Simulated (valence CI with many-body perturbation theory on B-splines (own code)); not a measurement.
**As¹²⁺: E2, M1 decay**

Computed by relativistic CI+MBPT: three valence electrons over a frozen Dirac-Fock core [Ar], a basis of 7 s, 7 p, 8 d, 6 f, 4 g, 1 h functions for each j, with the one-electron correlation potential Σ1, the two-electron term Σ2, the three-electron term Σ3, Breit, model QED; selected CI, second order for the rest, scaled by the run's own slope (own B-spline code, finite nucleus).

No measured levels were compared; by estimate terms of the open shell hold to 2 to 4 % of their energy, and close levels can change places. The list stops below the first excitations out of the core. Only levels of the ground parity were solved; by the run's estimate the other parity begins above the list, which can be wrong where configurations are misplaced.

Lines 51 to 79 of 79 in falling wavelength, among levels below 554310 cm⁻¹, chosen from the decays that carry over 1 % of a level's rate. Wavelengths and rates use the calculated energies, so an error of 2000 cm⁻¹ moves a line at 190.5 nm by 3.8 % and its rate by three times that or more. Electric multipoles are in the length gauge, E1 and E2 with the static RPA response of the core. S is in atomic units (e²a₀⁴ for E2 and M2, e²a₀⁶ for E3), for M1 in squared Bohr magnetons. Weak lines are less certain than strong ones. Lines between different terms over intervals too small for the method are left out, as are lines whose strength nearly cancels. The highest levels of a list are the least certain.

Names give the largest LS component (configuration and term), which can be under half, so a name can repeat, a term be missing and a line seem to break the LS rules; names also repeat where a configuration has a term twice. Letters in brackets count levels of one name in rising energy.

```tsv
λ vac (nm)	Upper	Lower	Type	A (s⁻¹)	S (a.u.)
190.5	3d³ ²P_1/2	3d³ ⁴F_3/2	M1	5.23e-01	2.68e-04
190.3	3d³ ²F_5/2	3d³ ⁴P_3/2	M1	4.63e-01	7.10e-04
179.6	3d³ ²D_5/2 [a]	3d³ ⁴F_5/2	M1	7.38e+00	9.51e-03
169.9	3d³ ²P_3/2	3d³ ⁴F_5/2	M1	2.68e+01	1.95e-02
169.8	3d³ ²D_5/2 [a]	3d³ ⁴F_3/2	M1	1.85e+00	2.01e-03
161.1	3d³ ²P_3/2	3d³ ⁴F_3/2	M1	1.24e+01	7.70e-03
138.0	3d³ ²D_5/2 [b]	3d³ ²P_3/2	M1	8.88e+00	5.19e-03
138.0	3d³ ²D_5/2 [b]	3d³ ²P_3/2	E2	2.87e+00	7.70e-02
132.1	3d³ ²F_7/2	3d³ ⁴F_9/2	M1	1.44e+01	9.84e-03
129.8	3d³ ²D_3/2 [b]	3d³ ²D_5/2 [a]	M1	4.32e+01	1.40e-02
127.8	3d³ ²D_5/2 [b]	3d³ ²H_9/2	E2	3.04e+00	5.56e-02
122.8	3d³ ²F_5/2	3d³ ⁴F_7/2	M1	1.15e+00	4.76e-04
119.8	3d³ ²D_3/2 [b]	3d³ ²P_1/2	E2	2.89e+00	2.55e-02
119.5	3d³ ²F_7/2	3d³ ⁴F_5/2	M1	5.28e+00	2.67e-03
118.4	3d³ ²D_5/2 [b]	3d³ ²D_3/2 [a]	M1	3.54e+01	1.31e-02
117.3	3d³ ²F_5/2	3d³ ⁴F_5/2	M1	1.20e+00	4.32e-04
116.4	3d³ ²D_3/2 [b]	3d³ ²D_3/2 [a]	E2	4.10e+00	3.13e-02
116.4	3d³ ²D_3/2 [b]	3d³ ²D_3/2 [a]	M1	3.59e+00	8.41e-04
113.0	3d³ ²F_5/2	3d³ ⁴F_3/2	M1	1.17e+01	3.77e-03
108.9	3d³ ²D_5/2 [b]	3d³ ²G_9/2	E2	1.61e+01	1.32e-01
107.2	3d³ ²D_5/2 [b]	3d³ ⁴P_5/2	M1	7.07e+01	1.94e-02
105.6	3d³ ²D_3/2 [b]	3d³ ⁴P_5/2	M1	4.35e+00	7.60e-04
104.3	3d³ ²D_3/2 [b]	3d³ ²G_7/2	E2	2.65e+01	1.17e-01
101.4	3d³ ²D_5/2 [b]	3d³ ⁴P_3/2	M1	5.99e+00	1.39e-03
100.1	3d³ ²D_3/2 [b]	3d³ ⁴P_1/2	M1	6.77e+00	1.01e-03
99.98	3d³ ²D_3/2 [b]	3d³ ⁴P_3/2	M1	2.32e+01	3.43e-03
78.47	3d³ ²D_5/2 [b]	3d³ ⁴F_7/2	M1	1.43e+01	1.54e-03
75.34	3d³ ²D_3/2 [b]	3d³ ⁴F_5/2	M1	1.47e+01	9.32e-04
73.56	3d³ ²D_3/2 [b]	3d³ ⁴F_3/2	M1	5.57e+00	3.29e-04
```
